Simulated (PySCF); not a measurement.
**C₆ coefficients of unlike pairs at PBE**

Calculated with PySCF 2.14 from the dipole response of each species, C₆(A,B) = (3/π) ∫ α_A(iu) α_B(iu) du, in atomic units, from isotropic polarisabilities. For ions this is the dispersion term alone; charge-induced terms of lower order in 1/R come first.

```csv
species,configuration,basis,relativity,α (bohr³),C₆ (like pair)
Ar³⁺,[Ne] 3s2 3p3 (4S),aug-cc-pV(Q+d)Z (7s6p5d3f2g),none,3.601,9.773
Cu²⁺,[Ar] 3d9 (2D),aug-cc-pVDZ-PP with ECP10MDF (5s5p4d2f),core potential,2.604,6.030
P⁺,[Ne] 3s2 3p2 (3P),"aug-cc-pV(Q+d)Z with one added diffuse shell each of s, p, d, f, g type (8s7p6d4f3g)",none,14.44,74.43
In⁺,[Kr] 4d10 5s2 (1S),"x2c-QZVPPall with one added diffuse shell each of s, p, d, f type (14s10p8d5f1g)",spin-free X2C,23.76,163.5
```

Q: Estimate C₆ for P⁺ with Ar³⁺.

A: The integral gives 25.27. The combination rule 2 C_A C_B / (C_A α_B/α_A + C_B α_A/α_B) gives 25.19 and the geometric mean 26.97.

No spin-orbit coupling is included.

The other pairs:

```csv
pair,C₆
"In⁺, P⁺",109.5
"Cu²⁺, Ar³⁺",7.448
"In⁺, Cu²⁺",27.93
"In⁺, Ar³⁺",37.46
"P⁺, Cu²⁺",18.41
```
